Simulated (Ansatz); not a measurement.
Basis-set extrapolation for C2H3BCl2 (`ClC1(Cl)BC1`) (PBE0-D4/def2-TZVP geometry, frozen core, Ansatz). Multiplicity 1, RHF reference.

|  | def2-TZVPP | def2-QZVPP |
| --- | --- | --- |
| HF | -1021.149895 | -1021.179850 |
| MP2 correlation | -0.798347 | -0.864967 |
| CCSD(T) correlation | -0.886257 | not run |

Energies in hartree. Use E(X) = E(∞) + A·exp(−7.88·√X) for Hartree–Fock and E(X) = E(∞) + B·X^(−2.97) for correlation, with X = 3 and 4, and add CCSD(T) minus MP2 of the smaller set to the MP2 limit.

Q: What is the CCSD(T) energy at the basis-set limit?

A: HF limit: -1021.179850 + (-0.029955) × 0.13774 = -1021.18398. MP2 limit: -0.864967 + (-0.066620) × 0.74074 = -0.91432. Higher-order term: -0.886257 − (-0.798347) = -0.08791. Total: -1022.18621 hartree, 4.08 eV below CCSD(T)/def2-TZVPP.
